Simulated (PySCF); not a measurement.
## Electron correlation in Sb²⁺ (antimony, charge +2)

[Kr] 4d10 5s2 5p1, 2P determinant. All numbers are calculated (PySCF 2.14, a scalar-relativistic core potential, in aug-cc-pVDZ-PP with ECP28MDF (5s4p3d, 32 functions)). Frozen: 4s2 4p6 4d10; 3 electrons correlated.

| level | correlation energy (mhartree) |
| --- | --- |
| CCSD | -41.16 |
| (T) | -0.34 |
| CCSD(T) | -41.50 |
| CCSDT | -41.64 |
| FCI | -41.64 |

Diagnostics: T1 = 0.0081, D1 = 0.0197, largest double amplitude 0.097, weight of the Hartree-Fock determinant in FCI 0.9586 (5819 determinants).

Question: Is a single reference adequate?

Answer: Mostly. T1 lies below 0.03, but a double amplitude of this size points to a near-degeneracy that CCSD handles and MP2 describes poorly.
